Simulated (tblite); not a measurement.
Record of a relaxation.

Compound: C₅H₁₀BFSi.
Numbering: `[CH2:1]=[CH:2][SiH2:3][B:4]([CH3:5])/[CH:6]=[CH:7]\[F:8]` (hydrogens: H9, H10 on C1; H11 on C2; H12, H13 on Si3; H14, H15, H16 on C5; H17 on C6; H18 on C7)

Computed with GFN2-xTB (tblite), gas phase: L-BFGS steps from a force-field or distance-geometry start until the largest atomic force falls under 0.01 eV/Å. 11 of its 150 geometries are shown.

Step 0: E = -636.3080 eV, largest atomic force 1.249 eV/Å
```
atom  x, y, z in Å  |  force x, y, z in eV/Å
C1     -2.796    0.319    0.252   -0.642   0.484  -0.009
C2     -2.005    0.374    1.305   -0.076   0.070   0.406
Si3    -0.503   -0.721    1.439    0.601  -0.289  -0.134
B4      0.704   -0.308   -0.037    0.187  -0.016  -0.183
C5      1.057   -1.465   -1.070   -0.052   0.261  -0.002
C6      1.273    1.150   -0.142    0.232  -0.601  -0.567
C7      2.117    1.573   -1.100   -0.754  -0.516   0.851
F8      2.569    0.754   -2.079   -0.112   0.852   0.496
H9     -2.601   -0.361   -0.569   -0.178   0.227   0.132
H10    -3.678    0.969    0.206    0.294  -0.400  -0.310
H11    -2.219    1.055    2.125   -0.106  -0.017  -0.210
H12     0.168   -0.474    2.715   -0.085  -0.030   0.366
H13    -0.935   -2.124    1.377   -0.139  -0.099   0.220
H14     2.156   -1.651   -1.074   -0.844   0.059  -0.285
H15     0.733   -1.143   -2.091    0.491  -0.470   0.675
H16     0.532   -2.403   -0.799    0.461   0.476  -0.406
H17     0.967    1.868    0.620    0.237  -0.026  -0.395
H18     2.456    2.595   -1.089    0.486   0.034  -0.644
```

Step 15: E = -636.5510 eV, largest atomic force 0.071 eV/Å
```
atom  x, y, z in Å  |  force x, y, z in eV/Å
C1     -2.822    0.339    0.273   -0.001  -0.001  -0.015
C2     -2.020    0.357    1.326   -0.011   0.018  -0.009
Si3    -0.480   -0.742    1.482   -0.021  -0.009  -0.007
B4      0.720   -0.339   -0.027    0.023  -0.045  -0.033
C5      1.067   -1.445   -1.093    0.003  -0.019  -0.010
C6      1.285    1.107   -0.173   -0.018  -0.003   0.018
C7      2.119    1.580   -1.096   -0.012  -0.041   0.002
F8      2.607    0.832   -2.093    0.031  -0.005  -0.022
H9     -2.647   -0.331   -0.555   -0.014   0.022  -0.005
H10    -3.691    0.976    0.180    0.013  -0.026   0.019
H11    -2.248    1.048    2.127    0.018   0.001   0.016
H12     0.057   -0.511    2.837    0.010   0.066   0.023
H13    -0.979   -2.130    1.532   -0.010  -0.039  -0.011
H14     2.144   -1.623   -1.131   -0.015   0.044  -0.008
H15     0.794   -1.149   -2.107    0.028   0.054   0.033
H16     0.591   -2.404   -0.896    0.005  -0.002  -0.009
H17     0.991    1.851    0.556   -0.010   0.026   0.029
H18     2.503    2.593   -1.154   -0.019  -0.041  -0.010
```

Step 30: E = -636.5573 eV, largest atomic force 0.023 eV/Å
```
atom  x, y, z in Å  |  force x, y, z in eV/Å
C1     -2.830    0.343    0.275    0.002   0.004  -0.007
C2     -2.022    0.353    1.323    0.000   0.015  -0.007
Si3    -0.484   -0.748    1.488   -0.018  -0.004   0.012
B4      0.725   -0.359   -0.017   -0.013  -0.001   0.000
C5      1.081   -1.439   -1.104    0.000   0.006   0.001
C6      1.283    1.089   -0.163   -0.003   0.000  -0.007
C7      2.114    1.553   -1.093    0.000  -0.002  -0.005
F8      2.613    0.801   -2.081    0.008  -0.011   0.002
H9     -2.659   -0.315   -0.563   -0.012   0.000   0.001
H10    -3.702    0.978    0.196    0.011  -0.008   0.004
H11    -2.243    1.040    2.131   -0.009  -0.009   0.006
H12     0.042   -0.457    2.839    0.012   0.000  -0.011
H13    -0.980   -2.137    1.562    0.007   0.001   0.012
H14     2.160   -1.597   -1.143   -0.011  -0.005  -0.019
H15     0.809   -1.099   -2.104    0.019  -0.010   0.000
H16     0.614   -2.409   -0.945    0.006   0.013   0.003
H17     0.982    1.841    0.556    0.004   0.000   0.005
H18     2.487    2.568   -1.169   -0.002   0.011   0.010
```

Step 45: E = -636.5581 eV, largest atomic force 0.019 eV/Å
```
atom  x, y, z in Å  |  force x, y, z in eV/Å
C1     -2.836    0.345    0.275    0.002   0.011  -0.005
C2     -2.030    0.349    1.324    0.005   0.007  -0.004
Si3    -0.488   -0.747    1.486    0.016  -0.006   0.009
B4      0.717   -0.361   -0.024   -0.006   0.004  -0.008
C5      1.081   -1.438   -1.111    0.001  -0.007  -0.007
C6      1.280    1.085   -0.165   -0.002  -0.001  -0.007
C7      2.118    1.549   -1.087    0.000   0.003   0.002
F8      2.628    0.797   -2.071   -0.003  -0.002   0.009
H9     -2.667   -0.307   -0.569    0.001  -0.004   0.003
H10    -3.707    0.981    0.201   -0.007  -0.005   0.003
H11    -2.254    1.030    2.136   -0.006  -0.007   0.007
H12     0.065   -0.436    2.821   -0.007   0.008   0.004
H13    -0.974   -2.137    1.594    0.002   0.005  -0.006
H14     2.160   -1.596   -1.147    0.004  -0.003   0.000
H15     0.817   -1.100   -2.113    0.000   0.003  -0.002
H16     0.616   -2.409   -0.956   -0.006  -0.006   0.003
H17     0.975    1.838    0.554   -0.003  -0.006  -0.003
H18     2.490    2.565   -1.159    0.008   0.005   0.003
```

Step 60: E = -636.5589 eV, largest atomic force 0.013 eV/Å
```
atom  x, y, z in Å  |  force x, y, z in eV/Å
C1     -2.840    0.346    0.279    0.001   0.002   0.002
C2     -2.037    0.343    1.330    0.005   0.002  -0.003
Si3    -0.481   -0.736    1.483   -0.003   0.003  -0.005
B4      0.705   -0.365   -0.044    0.007   0.009   0.006
C5      1.075   -1.445   -1.126   -0.004   0.006   0.004
C6      1.267    1.083   -0.178   -0.006   0.008  -0.007
C7      2.130    1.548   -1.077    0.005  -0.002  -0.001
F8      2.657    0.797   -2.052    0.011  -0.002   0.004
H9     -2.659   -0.286   -0.577    0.003   0.002   0.006
H10    -3.721    0.969    0.216   -0.003  -0.002  -0.005
H11    -2.275    1.004    2.154   -0.005  -0.010  -0.001
H12     0.082   -0.389    2.806    0.004  -0.005   0.003
H13    -0.954   -2.127    1.623    0.001  -0.009   0.001
H14     2.154   -1.605   -1.149   -0.004  -0.003   0.008
H15     0.825   -1.110   -2.134   -0.007   0.006   0.001
H16     0.605   -2.414   -0.972   -0.002   0.000  -0.004
H17     0.948    1.833    0.536    0.000   0.000   0.000
H18     2.513    2.561   -1.130   -0.003  -0.005  -0.010
```

Step 74: E = -636.5681 eV, largest atomic force 0.120 eV/Å
```
atom  x, y, z in Å  |  force x, y, z in eV/Å
C1     -2.838    0.337    0.299   -0.001   0.010   0.014
C2     -2.082    0.285    1.384    0.024  -0.022  -0.025
Si3    -0.452   -0.686    1.493    0.028   0.014   0.009
B4      0.662   -0.335   -0.093    0.056   0.099   0.038
C5      1.001   -1.423   -1.173   -0.031   0.007   0.003
C6      1.227    1.107   -0.264   -0.009   0.029  -0.004
C7      2.213    1.518   -1.058    0.052  -0.024   0.063
F8      2.904    0.697   -1.862   -0.043  -0.013  -0.011
H9     -2.548   -0.153   -0.618   -0.016  -0.020   0.011
H10    -3.784    0.860    0.263    0.036   0.027   0.002
H11    -2.418    0.812    2.271   -0.014  -0.053  -0.026
H12     0.148   -0.262    2.774    0.018   0.032   0.024
H13    -0.816   -2.097    1.718   -0.046  -0.039  -0.004
H14     2.065   -1.658   -1.122    0.001   0.009  -0.012
H15     0.836   -1.061   -2.187    0.028  -0.010  -0.046
H16     0.461   -2.358   -1.058   -0.036  -0.052   0.005
H17     0.808    1.897    0.349   -0.011   0.024  -0.055
H18     2.606    2.527   -1.127   -0.036  -0.017   0.015
```

Step 89: E = -636.6027 eV, largest atomic force 0.068 eV/Å
```
atom  x, y, z in Å  |  force x, y, z in eV/Å
C1     -2.797    0.313    0.340   -0.005   0.009   0.012
C2     -2.122    0.093    1.457   -0.008   0.013  -0.011
Si3    -0.354   -0.590    1.512    0.015   0.012   0.034
B4      0.588   -0.233   -0.183   -0.017   0.003   0.000
C5      0.827   -1.361   -1.252   -0.009   0.010  -0.022
C6      1.154    1.186   -0.462    0.056  -0.001   0.002
C7      2.353    1.462   -0.965   -0.017  -0.039   0.021
F8      3.225    0.495   -1.313    0.000   0.025  -0.008
H9     -2.359    0.137   -0.632   -0.016   0.018   0.010
H10    -3.815    0.673    0.335   -0.012   0.011  -0.025
H11    -2.619    0.286    2.401    0.038  -0.013  -0.045
H12     0.270    0.030    2.701   -0.019  -0.016   0.002
H13    -0.541   -2.014    1.871    0.064   0.020  -0.011
H14     1.819   -1.775   -1.053   -0.020  -0.013   0.010
H15     0.861   -1.002   -2.280   -0.009  -0.011   0.007
H16     0.126   -2.192   -1.201    0.009  -0.002   0.008
H17     0.578    2.059   -0.177   -0.010  -0.023  -0.003
H18     2.797    2.439   -1.110   -0.039  -0.001   0.018
```

Step 104: E = -636.6087 eV, largest atomic force 0.025 eV/Å
```
atom  x, y, z in Å  |  force x, y, z in eV/Å
C1     -2.789    0.322    0.341    0.002   0.006  -0.012
C2     -2.118    0.049    1.449   -0.010  -0.006  -0.009
Si3    -0.323   -0.558    1.509    0.001   0.004   0.007
B4      0.568   -0.225   -0.217    0.013  -0.007   0.008
C5      0.779   -1.372   -1.270    0.002   0.005  -0.007
C6      1.143    1.186   -0.504    0.006  -0.004   0.013
C7      2.372    1.460   -0.925    0.002  -0.003   0.002
F8      3.271    0.492   -1.191   -0.003   0.011  -0.002
H9     -2.341    0.228   -0.637    0.010   0.004   0.005
H10    -3.818    0.650    0.349    0.000   0.003  -0.008
H11    -2.634    0.165    2.393    0.012  -0.011   0.019
H12     0.278    0.123    2.676   -0.010   0.006  -0.014
H13    -0.399   -1.979    1.910   -0.009  -0.001   0.003
H14     1.748   -1.821   -1.035   -0.011  -0.011  -0.007
H15     0.851   -1.032   -2.302   -0.003   0.003  -0.009
H16     0.048   -2.177   -1.224    0.004   0.009   0.020
H17     0.540    2.057   -0.279    0.001  -0.010  -0.002
H18     2.815    2.438   -1.054   -0.008   0.003  -0.008
```

Step 119: E = -636.6104 eV, largest atomic force 0.025 eV/Å
```
atom  x, y, z in Å  |  force x, y, z in eV/Å
C1     -2.778    0.331    0.338   -0.005   0.011  -0.004
C2     -2.119    0.018    1.442   -0.014   0.016   0.014
Si3    -0.313   -0.554    1.514   -0.001   0.004  -0.018
B4      0.583   -0.234   -0.212   -0.007  -0.007  -0.003
C5      0.763   -1.379   -1.273   -0.007   0.003  -0.003
C6      1.154    1.176   -0.506   -0.008   0.003   0.008
C7      2.381    1.468   -0.919   -0.002   0.002  -0.003
F8      3.305    0.515   -1.156   -0.009  -0.007  -0.004
H9     -2.314    0.284   -0.635    0.013   0.000  -0.011
H10    -3.812    0.650    0.342    0.016  -0.011   0.005
H11    -2.647    0.090    2.386    0.003  -0.014  -0.013
H12     0.262    0.170    2.666    0.009   0.003   0.015
H13    -0.368   -1.966    1.946    0.000  -0.003   0.003
H14     1.721   -1.858   -1.054   -0.008  -0.004   0.002
H15     0.831   -1.036   -2.304    0.000   0.008   0.004
H16     0.009   -2.163   -1.220    0.012  -0.008   0.008
H17     0.531    2.039   -0.304    0.007  -0.002  -0.001
H18     2.803    2.453   -1.065    0.002   0.006   0.000
```

Step 134: E = -636.6119 eV, largest atomic force 0.028 eV/Å
```
atom  x, y, z in Å  |  force x, y, z in eV/Å
C1     -2.733    0.354    0.320    0.019  -0.019   0.006
C2     -2.112   -0.016    1.429    0.010  -0.011   0.005
Si3    -0.294   -0.544    1.540   -0.018  -0.007  -0.017
B4      0.585   -0.234   -0.196    0.001  -0.002   0.001
C5      0.732   -1.380   -1.263    0.003  -0.005   0.005
C6      1.150    1.175   -0.505   -0.003  -0.003  -0.004
C7      2.373    1.470   -0.925    0.004   0.001  -0.019
F8      3.300    0.518   -1.156   -0.004  -0.007   0.001
H9     -2.224    0.400   -0.631   -0.005  -0.004   0.012
H10    -3.779    0.623    0.300   -0.002   0.025  -0.009
H11    -2.684   -0.039    2.349   -0.005  -0.003  -0.002
H12     0.264    0.199    2.688   -0.004   0.015   0.004
H13    -0.335   -1.950    1.993    0.006  -0.001  -0.006
H14     1.686   -1.874   -1.065    0.006   0.006   0.009
H15     0.784   -1.033   -2.293   -0.004   0.006  -0.009
H16    -0.030   -2.154   -1.197   -0.002  -0.003   0.005
H17     0.520    2.034   -0.312    0.004   0.013   0.010
H18     2.789    2.456   -1.087   -0.005  -0.001   0.009
```

Step 149: E = -636.6142 eV, largest atomic force 0.009 eV/Å
```
atom  x, y, z in Å  |  force x, y, z in eV/Å
C1     -2.691    0.381    0.296   -0.008   0.000  -0.003
C2     -2.120   -0.030    1.417    0.002  -0.004  -0.004
Si3    -0.307   -0.566    1.562    0.005   0.002  -0.002
B4      0.584   -0.246   -0.166    0.005  -0.002  -0.001
C5      0.745   -1.382   -1.240    0.002  -0.001   0.002
C6      1.142    1.169   -0.462   -0.001   0.001  -0.001
C7      2.334    1.465   -0.966   -0.003   0.003   0.002
F8      3.225    0.516   -1.309    0.001   0.000  -0.005
H9     -2.143    0.440   -0.632   -0.002   0.003  -0.004
H10    -3.729    0.675    0.240   -0.006   0.003   0.006
H11    -2.724   -0.069    2.315    0.000  -0.002  -0.003
H12     0.228    0.189    2.715    0.000  -0.002   0.002
H13    -0.347   -1.970    2.017    0.000  -0.005   0.003
H14     1.731   -1.825   -1.081    0.000   0.000   0.001
H15     0.742   -1.030   -2.271    0.000   0.003   0.004
H16     0.025   -2.194   -1.152    0.000   0.001   0.005
H17     0.547    2.030   -0.183    0.001   0.002  -0.003
H18     2.750    2.453   -1.113    0.005  -0.002   0.000
```

Q: Summarise the path.

A: The energy falls by 0.3062 eV from step 0 to step 149; nine tenths of that is first reached at step 80. It rises by more than 0.2 meV at step 72. The largest force goes from 1.249 to 0.009 eV/Å. Among the bonds C2–Si3 changes most, from 1.864 to 1.895 Å; the atoms move by 0.627 Å rms after alignment.

The cost below is that of the whole relaxation. On one thread of an Intel Xeon at 2.70 GHz, shared host with 64 logical CPUs at a one-minute load of 61, this took 1.4 s of wall time.
